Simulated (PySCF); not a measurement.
## Ionisation energy of Pr³⁶⁺ by level of theory

Pr³⁶⁺ [Ar] 3d5 [3d3/2^4 3d5/2^1, M_J = 5/2] → Pr³⁷⁺ [Ar] 3d4 [3d3/2^4, M_J = 0], as a difference of total energies. Computed with PySCF 2.14 in an uncontracted even-tempered set (16 s from 7 bohr⁻², ratio 2.8; 12 p from 9 bohr⁻², ratio 2.8; 8 d from 9 bohr⁻², ratio 2.8; 3 f from 31 bohr⁻², ratio 3), with the two-component X2C-1e Hamiltonian. Correlated levels: [Ne] frozen; the 74 highest virtual spinors dropped. "Screened" scales the spin-orbit matrix elements by Boettger's factors to mimic the two-electron term; Breit and QED terms are absent.

| method | ionisation energy (eV) |
| --- | --- |
| GHF (spin-free) | 2525.5 |
| GMP2 (spin-free) | 2525.5 |
| GHF (screened spin-orbit) | 2503.1 |
| GMP2 (screened spin-orbit) | 2502.4 |

Breit and QED terms and the two-electron picture change are absent.

The spin-free rows relax to the high-spin LS determinant and lack the spin-orbit shift.

The labels give the starting determinants; with spin-orbit coupling the two ends relaxed to ⟨J²⟩ = 8.76, ⟨L²⟩ = 2.63, ⟨S²⟩ = 5.02 and ⟨J²⟩ = 0.00, ⟨L²⟩ = 2.42, ⟨S²⟩ = 2.42.

For comparison: 2501 ± 5 eV (theoretical estimate listed by NIST; NIST Atomic Spectra Database, ionization energies).
